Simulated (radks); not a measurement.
Results of a calculation; reference values are marked as such.
Si V, 10 electrons, occupied as [He] 2s2 2p5 3p1 (not the ground configuration). Code: a radial shooting solver on a logarithmic mesh with Libxc functionals. Model: non-relativistic Kohn-Sham, LDA (Slater exchange, Perdew-Wang correlation), spin-polarised, spherical densities, point nucleus; open shells are filled with parallel spins first.

Unscreened Slater integrals over Kohn-Sham orbitals (hartree). They are taken over the spin-up orbitals. Empty in this configuration: 3s.

\begin{tabular}{lr}
integral & value \\ \hline
F0(3p,3p) & 0.51360 \\
F2(3p,3p) & 0.26367 \\
F0(3p,2p) & 0.69024 \\
F2(3p,2p) & 0.13955 \\
G0(3p,2p) & 0.059132 \\
G2(3p,2p) & 0.059873 \\
F0(3p,2s) & 0.67994 \\
G1(3p,2s) & 0.045855 \\
F0(3p,1s) & 0.77244 \\
G1(3p,1s) & 0.047113 \\
F0(3p,3s) & 0.52814 \\
G1(3p,3s) & 0.35483 \\
F0(2p,2p) & 1.8012 \\
F2(2p,2p) & 0.83421 \\
F0(2p,2s) & 1.7034 \\
G1(2p,2s) & 1.0097 \\
F0(2p,1s) & 2.5176 \\
G1(2p,1s) & 0.36102 \\
F0(2p,3s) & 0.71699 \\
G1(2p,3s) & 0.062767 \\
F0(2s,2s) & 1.6388 \\
F0(2s,1s) & 2.3128 \\
G0(2s,1s) & 0.19224 \\
F0(2s,3s) & 0.70936 \\
G0(2s,3s) & 0.049887 \\
F0(1s,1s) & 8.4023 \\
F0(1s,3s) & 0.79645 \\
G0(1s,3s) & 0.026669 \\
F0(3s,3s) & 0.54445 \\
\end{tabular}

Derived for the open shells (J is the average intra-shell exchange parameter used in DFT+U). 2p: J = F2/5 = 0.1668 hartree. 3p: J = F2/5 = 0.05273 hartree.
